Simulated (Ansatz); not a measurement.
`[OH][GeH2][SH]` → H₂O + `[SH][GeH]` at 500 K and 1 bar (germylene formation by 1,1-elimination).

Program: Ansatz. Geometries: PBE0-D4/def2-TZVP. ΔE: electronic, gas phase. CBS: MP2 limit from def2 TZ/QZ plus the TZ coupled-cluster correction, frozen cores. This one scheme is used for every species. For Ge outer-core shells are correlated without core-valence functions, which leaves a few kJ/mol of doubt a bond. Scalar relativity is left out up to krypton. One conformer a species, not always the lowest.

```
         species  CCSD(T)/CBS energy (Eh)  H − E (kJ/mol)  S (J/(mol·K))
`[OH][GeH2][SH]`              -2551.50958           139.4          364.0
             H₂O                -76.37941            73.2          206.3
     `[SH][GeH]`              -2475.08182            64.8          299.8
```

H − E and S are ideal-gas, rigid-rotor, harmonic terms from PBE0-D4/def2-TZVP, for one conformer and one mirror image of each species. 1 Eh = 2625.50 kJ/mol, R = 8.31446 J/(mol·K).

Q: By hand: ΔE, ΔH, ΔS and ΔG.

A: ΔE = (-76.37941) + (-2475.08182) − (-2551.50958) = 0.04835 Eh = 126.9 kJ/mol. Δ(H − E) = 73.2 + 64.8 − 139.4 = -1.4, so ΔH = 125.5 kJ/mol. ΔS = 206.3 + 299.8 − 364.0 = 142.1 J/(mol·K). ΔG = 125.5 − 500 × (142.1)/1000 = 54.5 kJ/mol.

Q: By hand: the equilibrium constant, and the temperature at which ΔG would vanish if ΔH and ΔS stayed fixed.

A: log₁₀ K = −ΔG/(RT ln 10) = -5.7. ΔG = 0 at ΔH/ΔS = 883 K.

The number of gas molecules changes by +1, which sets the sign of ΔS. A doubt of 5 kJ/mol in ΔE shifts log₁₀ K by 0.5 here. Other conformers and mirror images would add mixing entropy, several J/(mol·K) or more a flexible species. These are equilibria of isolated gas molecules and say nothing of rates. Largest T1 diagnostic: 0.015 (customary marks: 0.02 for closed shells, 0.045 for open ones).
